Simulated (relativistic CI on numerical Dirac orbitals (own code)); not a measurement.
Crystal-field levels of Pd⁴⁺, 4d6

Calculated by Dirac-Coulomb-Breit CI, KLI orbitals optimised for each configuration, model QED (radiative potential, 1s self-energy scaled to tabulated hydrogen-like ionisation energies), valence Slater integrals scaled by 0.7, one configuration in a parametric crystal field (own radial code).

Field parameters in Wybourne normalisation: Td as Oh with Dq negative (B⁴₀ = 21Dq, B⁴₄ = √(5/14) B⁴₀). The field is a parameter set, without covalency.

S is read from ⟨S²⟩ = S(S + 1).

Levels (cm⁻¹, degeneracy): 0 (1), 143 (3), 255 (2), 620 (3), 1277 (1), 3198 (3), 4149 (3), 4297 (2), 5123 (3), 5452 (3), 5677 (1), 13127 (3).

Q: Which field gives this pattern?
A. Td, 10Dq = -5800 cm⁻¹
B. Td, 10Dq = -8400 cm⁻¹
C. Td, 10Dq = -16100 cm⁻¹
D. Td, 10Dq = -3200 cm⁻¹

A: D. Td, 10Dq = -3200 cm⁻¹, ground level with S = 1.97.
